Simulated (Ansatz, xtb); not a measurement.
Species: SiI4, charge -1, multiplicity 2. 
Coordinates optimised at B3LYP-D3(BJ)/def2-TZVP (Ansatz, a quantum-chemistry and plane-wave program):
```xyz
5

I      2.3581    -1.0888     0.4577
Si     0.0000     0.0000     0.0000
I     -1.5400    -1.7339    -1.2560
I     -1.1187     0.6703     2.2924
I      0.3006     2.1524    -1.4941
```
Charge -1, spin multiplicity 2.

Harmonic wavenumbers from GFN2-xTB (xtb, at its own minimum), cm⁻¹: 21, 44, 46, 58, 80, 99, 158, 301, 336.

Give the harmonic wavenumbers at B3LYP-D3(BJ)/def2-TZVP (Ansatz, finite differences of forces, unscaled).

32, 32, 32, 38, 38, 123, 292, 292, 292 cm⁻¹. Zero-point energy 1.7 kcal/mol.
